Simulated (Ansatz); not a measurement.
C3H12GaP (`[CH3][Ga-]([CH3])([CH3])[PH3+]`), 17 atoms. Total charge 0; spin multiplicity 1. Correlated methods include outer-core shells of Ga, which these sets cover unevenly. Scalar relativity is left out up to krypton. All runs use 8 threads of an Intel Xeon on a shared host. Correlated methods freeze the cores.

**Question.** Give the basis size and wall time and peak host memory of each of these runs in Ansatz. RHF-MP2/def2-TZVPP energy; RKS CAM-B3LYP-D4/def2-TZVPP energy; RKS PBE0-D4/def2-TZVPP energy; RHF-MP2/def2-QZVPP energy; RKS revPBE-D4/def2-TZVPP energy; RKS PBE0-D4/def2-TZVP relaxation (4 steps); RKS ωB97M-V/def2-QZVPP energy; direct RPA on PBE orbitals/def2-TZVPP energy; RKS PBE0-D4/def2-SVP energy; RKS BHLYP-D4/def2-TZVPP energy; RKS PBE0-D4/def2-QZVPP energy; RHF-CCSD(T)/def2-SVP energy. (Estimate.)

**Answer.** Computed: Other jobs shared the machine, so times are rough.

```tsv
level	job	functions	wall time	peak host memory (GiB)
RKS PBE0-D4/def2-SVP	energy	152	2.5 s	0.77
RKS revPBE-D4/def2-TZVPP	energy	351	4.9 s	0.63
RKS PBE0-D4/def2-TZVPP	energy	351	8 s	1.4
RKS BHLYP-D4/def2-TZVPP	energy	351	8.5 s	1.4
RKS CAM-B3LYP-D4/def2-TZVPP	energy	351	11 s	1.6
direct RPA on PBE orbitals/def2-TZVPP	energy	351	11 s	1.2
RHF-MP2/def2-TZVPP	energy	351	12 s	1.2
RKS PBE0-D4/def2-QZVPP	energy	690	23 s	4
RHF-CCSD(T)/def2-SVP	energy	152	25 s	1.4
RKS PBE0-D4/def2-TZVP	relaxation (4 steps)	250	34 s	0.94
RKS ωB97M-V/def2-QZVPP	energy	690	42 s	4.8
RHF-MP2/def2-QZVPP	energy	690	68 s	7
```
